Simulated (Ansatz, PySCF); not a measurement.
Si(H)(OH)2(SeH) (H4O2SeSi), SMILES O[SiH](O)[SeH].

The structure is a stationary point at PBE-D3(BJ)/def2-SVP. The structure was generated by enumeration, and PubChem lists no compound with its InChIKey, so it may never have been made. Other conformers were not sampled.

Vertical ionisation energy (IE) and electron affinity (EA) in eV. Rows of orbital energies are one-electron estimates. Where ΔSCF, EOM or ADC give a negative EA the extra electron is unbound and the value depends on the basis.

```csv
level,IE,EA
"−ε(HOMO), −ε(LUMO), r2SCAN/def2-TZVP (PySCF)",6.45,0.77
"−ε(HOMO), −ε(LUMO), PBE/def2-TZVP (PySCF)",6.16,1.09
"ΔSCF, PBE0/def2-SVPD (Ansatz), final states of multiplicity 2 and 2",9.61,-0.82
"ΔSCF, PBE/def2-SVPD (Ansatz), final states of multiplicity 2 and 2",9.47,-0.64
```

Question: What vertical singlet–triplet gap does ΔSCF give with PBE0/def2-SVPD (Ansatz, a quantum-chemistry and plane-wave program) and with PBE/def2-SVPD (Ansatz)? (The exact figures need the calculation; the answer reports its results.)

Answer: 5.03 and 4.91 eV (triplet above singlet where positive).
